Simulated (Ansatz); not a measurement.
Species: CuH, charge 1, multiplicity 2. SMILES of the parent species: [CuH]

Atoms: Cu1, H2. Bonds: Cu1-H2.

Bond lengths (Å) and angles (degrees) optimised at HF/6-31G* with LANL2DZ past Ar with Ansatz (an electronic-structure program); PBE/6-31G* with LANL2DZ past Ar with Ansatz; MP2/6-31G* with LANL2DZ past Ar with Ansatz, each started from the B3LYP-D3(BJ)/def2-TZVP structure (Ansatz) of the last column. A row stands for all coordinates that are equal there. 6-31G* holds six Cartesian d functions.

```csv
coordinate,HF/6-31G* with LANL2DZ past Ar,PBE/6-31G* with LANL2DZ past Ar,MP2/6-31G* with LANL2DZ past Ar,B3LYP-D3(BJ)/def2-TZVP
Cu1-H2,1.541,1.565,1.434,1.509
```

Mean signed difference of all 1 bond lengths from B3LYP-D3(BJ)/def2-TZVP: HF/6-31G* with LANL2DZ past Ar 0.032 Å, PBE/6-31G* with LANL2DZ past Ar 0.056 Å, MP2/6-31G* with LANL2DZ past Ar -0.075 Å.
